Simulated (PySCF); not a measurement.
## Vertical excitation energies

C4H5Cl2FSi.
Bonds: C1–Si2, Si2–C3, C3–C4 (triple), C4–C5, C5–F6, C5–Cl7, C5–Cl8. Hydrogens: H9, H10, H11 on C1; H12, H13 on Si2.

Theory: PySCF, TDDFT B3LYP/def2-SVPD, vertical, gas phase, core orbitals frozen in the response. Isolated species at its GFN2-xTB geometry, gas phase.

```tsv
state	E (eV)	λ (nm)	f	main configurations (H = HOMO, L = LUMO)
S1	5.39	229.8	0.0010	H→L (85%)
S2	5.57	222.6	0.012	H→L+1 (53%), H-1→L (41%)
S3	5.63	220.2	0.0050	H-1→L+1 (86%)
S4	6.26	198.0	0.024	H-2→L (87%)
S5	6.28	197.4	0.081	H-2→L+1 (61%), H-1→L (14%), H→L+1 (12%)
S6	6.42	193.2	0.173	H-2→L+1 (33%), H-1→L (23%), H→L+1 (12%)
S7	6.55	189.2	0.0016	H-3→L (52%), H→L+2 (35%)
S8	6.88	180.3	0.0084	H→L+2 (47%), H-3→L (37%)
```

Triplets (Tamm–Dancoff): T1 4.62 eV, H→L+1 (52%), H-1→L (24%); T2 4.93 eV, H→L (58%), H-1→L+1 (28%); T3 5.01 eV, H-1→L (52%), H→L+1 (30%).

The lowest singlet lies at 5.39 eV (230 nm, ultraviolet) and is very weak; its leading configuration is HOMO→LUMO (85%). The most intense listed level is S6 at 6.42 eV (193 nm, f = 0.173), 1.02 eV above S1. Löwdin shares by element: HOMO carbon 58% or more, chlorine 29%; LUMO carbon 50% or more, chlorine 24% or more (atoms not listed hold the other 27%). The listed states span 1.48 eV, and the widest gap between neighbours is 0.63 eV (S3 to S4). The oscillator strengths of these states sum to 0.306; summed over the whole spectrum of an exact calculation they would give the number of electrons, 86 (Thomas–Reiche–Kuhn). Of the 8 states listed, 4 reach f = 0.01 and none stays under 0.0005. Only the lowest 8 singlets were computed, as vertical energies without vibronic structure.
